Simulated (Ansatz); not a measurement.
Cost and result for the atomization energy of CH₂ClI (`ClCI`) (5 atoms, 4 bonds).

| atom | x (Å) | y (Å) | z (Å) |
| --- | --- | --- | --- |
| Cl1 | 0.996 | 0.821 | 1.149 |
| C2 | -0.136 | 0.140 | -0.004 |
| I3 | 0.453 | -1.762 | -0.775 |
| H4 | -0.219 | 0.807 | -0.855 |
| H5 | -1.093 | -0.007 | 0.485 |

Charge 0, multiplicity 1. Correlated methods include outer-core shells of I, which these sets cover unevenly. I: def2 effective core potential. Geometry: relaxed with PBE0-D4/def2-TZVP. Program: Ansatz. All runs use 4 threads of an Arm Neoverse V1 on a shared host. Times are those of one run each, without the atoms' runs, and a repeat can differ threefold. Electronic energies, without spin–orbit coupling; frozen cores. CCSD(T)/CBS adds CCSD(T) − MP2 in def2-TZVPP to the MP2 limit, and its time is that of the two runs behind it. T1 = 0.008. With those shells the extrapolation isn't a true limit. HSE06 is the plane-wave form, built on full-range PBE exchange.

CCSD(T)/CBS is a level of theory with its own doubt, some kJ/mol a heavy atom from the limit and from the frozen cores, so smaller differences don't rank the functionals.

```tsv
level	functions	wall time
CCSD(T)/def2-SVP	68	0.8 s
revPBE-D4/def2-TZVPP	151	0.9 s
BLYP-D4/def2-TZVPP	151	0.9 s
PBE-D4/def2-TZVPP (with forces)	151	1.1 s
PBE0-D4/def2-TZVPP	151	1.2 s
HSE06-D4/def2-TZVPP	151	1.5 s
BHLYP-D4/def2-TZVPP	151	1.6 s
B2PLYP/def2-TZVPP	151	2.3 s
r2SCAN-D4/def2-TZVPP (with forces)	151	2.6 s
ωB97X-V/def2-TZVPP	151	3.4 s
MP2/def2-QZVPP	269	4.9 s
CCSD(T)/def2-TZVPP	151	8 s
CCSD(T)/CBS(def2)	–	13 s
```

Task: What atomization energy does each give, and how far from CCSD(T)/CBS? (Estimate.)

Result: Computed: 
```tsv
level	atomization (kJ/mol)	difference from CCSD(T)/CBS	per bond
CCSD(T)/def2-SVP	1342.1	-122.0	-30.5
revPBE-D4/def2-TZVPP	1461.6	-2.5	-0.6
BLYP-D4/def2-TZVPP	1444.7	-19.4	-4.9
PBE-D4/def2-TZVPP (with forces)	1502.7	38.6	9.6
PBE0-D4/def2-TZVPP	1468.0	3.9	1.0
HSE06-D4/def2-TZVPP	1469.6	5.5	1.4
BHLYP-D4/def2-TZVPP	1389.5	-74.6	-18.7
B2PLYP/def2-TZVPP	1428.8	-35.3	-8.8
r2SCAN-D4/def2-TZVPP (with forces)	1459.4	-4.7	-1.2
ωB97X-V/def2-TZVPP	1450.3	-13.8	-3.4
MP2/def2-QZVPP	1482.7	18.6	4.7
CCSD(T)/def2-TZVPP	1412.2	-51.9	-13.0
CCSD(T)/CBS(def2)	1464.1	0.0	0.0
```

From BLYP to BHLYP (50 % exact exchange), in def2-TZVPP and without D4, the atomization energy moves by −45.9 kJ/mol: exact exchange takes away binding that semilocal exchange gives to molecules. At CCSD(T), def2-SVP lies −122.0 kJ/mol from the extrapolated value and def2-TZVPP −51.9 kJ/mol: correlation converges slowly with the basis, and small sets miss more of it in the bonded molecule than in its fragments. In def2-TZVPP, CCSD(T) changes the Hartree–Fock value by +410.8 kJ/mol (the triples alone add +33.1 kJ/mol) and MP2 by +450.9 kJ/mol; breaking electron pairs costs correlation energy, which Hartree–Fock lacks.

Spin–orbit coupling would lower the free I atoms strongly, and the atomization energy with them, by more than many differences here.
